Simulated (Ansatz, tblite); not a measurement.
Isomers of Cu3Ag4⁺ (singlet), found by a short tight-binding search and relaxed with r2SCAN-D4/def2-SVP in Ansatz.

In the def2 sets Ag takes a core potential; there is no spin–orbit coupling. The xTB rows come from tblite. LC-ωPBE has ω = 0.4 bohr⁻¹. Correlated methods freeze 27 core orbitals; core or outer-core shells of Ag are correlated, in sets that lack core-valence functions.

Run but left out: HF/STO-3G, PBE-QIDH/def2-TZVP (B: restricted singlet, unstable in another Hartree–Fock run and untested here); HF/def2-TZVP, MP2/def2-TZVP (B: restricted singlet, unstable towards broken spin symmetry); HF/STO-3G, PBE-QIDH/def2-TZVP (C: restricted singlet, unstable in another Hartree–Fock run and untested here); HF/def2-TZVP, MP2/def2-TZVP (C: restricted singlet, unstable towards broken spin symmetry).

B: The restricted singlet is unstable towards broken spin symmetry in Hartree–Fock (as tested in another run); at PBE-D4/def2-SVP, r2SCAN-D4/def2-TZVP, PBE0-D4/def2-SVP, PBE0-D4/def2-TZVP and others this wasn't settled. C: The restricted singlet is unstable towards broken spin symmetry in Hartree–Fock (as tested in another run); at PBE-D4/def2-SVP, r2SCAN-D4/def2-TZVP, PBE0-D4/def2-SVP, PBE0-D4/def2-TZVP and others this wasn't settled.

Other spin states weren't relaxed.

A:

```tsv
atom	x (Å)	y (Å)	z (Å)
Ag1	-1.1522	-2.8089	-0.0345
Ag2	-1.6491	2.1492	0.4438
Ag3	0.6609	0.8558	1.3182
Ag4	0.2470	1.0894	-1.3006
Cu5	-1.4074	-0.3470	0.1896
Cu6	0.7756	-1.2582	-0.2379
Cu7	2.5251	0.3196	-0.3786
```

B:

Cartesian coordinates in Å:
```
Ag 2.006 -1.100 -1.073
Ag 0.044 2.202 1.345
Ag -2.220 0.698 0.988
Ag 1.996 1.569 -0.452
Cu 0.028 0.052 0.015
Cu -0.389 -1.754 -1.440
Cu -1.466 -1.667 0.618
```

C:

Cartesian coordinates in Å:
```
Ag 0.7658 -0.3118 2.4567
Ag 1.9050 0.1755 -1.7116
Ag -1.8451 -0.0977 1.6931
Ag -2.1946 1.1994 -0.6826
Cu -0.5549 0.0595 -2.2013
Cu 1.8928 -1.1899 0.3953
Cu 0.0310 0.1649 0.0505
```

D:

```tsv
atom	x (Å)	y (Å)	z (Å)
Ag1	-2.448	-0.588	0.840
Ag2	-1.249	0.509	-1.332
Ag3	0.689	2.371	-0.972
Ag4	1.912	-1.233	1.298
Cu5	1.406	-0.029	-0.843
Cu6	-0.272	-1.612	0.126
Cu7	-0.039	0.582	0.884
```

Problem. Estimate their order by electronic energy at RPA@PBE/def2-TZVP, counted from the lowest.

Solution. D (0.0) < C (4.6) < B (5.2) < A (7.6), in kcal/mol.

Problem. Do the other levels pick the same lowest one?

Solution. Not GFN1-xTB, GFN2-xTB. Energies above each level's lowest (kcal/mol):

```csv
level,A,B,C,D
GFN1-xTB,1.3,3.4,0.0,2.7
GFN2-xTB,0.0,17.2,13.2,32.0
PBE-D4/def2-SVP,13.1,8.7,7.9,0.0
PBE-D4/def2-TZVP,7.7,4.1,4.0,0.0
r2SCAN-D4/def2-TZVP,9.1,5.3,5.0,0.0
PBE0-D4/def2-SVP,13.5,8.1,6.9,0.0
PBE0-D4/def2-TZVP,8.8,4.4,3.9,0.0
LC-ωPBE/def2-TZVP,9.4,9.5,9.0,0.0
RPA@PBE/def2-TZVP,7.6,5.2,4.6,0.0
```
Point groups (tolerance 0.1 Å): A not assigned, B C2, C Cs, D Cs. Lower isomers may exist. From def2-SVP to def2-TZVP the PBE0 values move by up to 4.7 kcal/mol, so results in the small set are rough.
